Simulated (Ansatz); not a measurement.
System: CH3BO, net charge 0, singlet state. SMILES: [BH3-]C#[O+]
Geometry: optimised at B3LYP-D3(BJ)/def2-TZVP (Ansatz, an electronic-structure program).

Atomisation energy built up term by term with Ansatz (kcal/mol; UHF references for open shells; valence terms freeze the core; atomic spin-orbit terms are left out). CBS marks a two-point X^-3 extrapolation of the correlation energy; Hartree-Fock from the larger set.

```tsv
term	basis	kcal/mol
Hartree-Fock	cc-pVQZ	413.30
CCSD correlation	CBS(cc-pVTZ,cc-pVQZ)	?
(T)	CBS(cc-pVTZ,cc-pVQZ)	?
core correlation	cc-pwCVTZ	2.74
scalar relativity (X2C)	cc-pVTZ-DK against cc-pVTZ	-0.30
sum: De		?
```

**Question.** Some entries are withheld; supply them.

**Answer.** 
- CCSD correlation, kcal/mol: 139.28
- (T), kcal/mol: 11.74
- sum: De, kcal/mol: 566.8
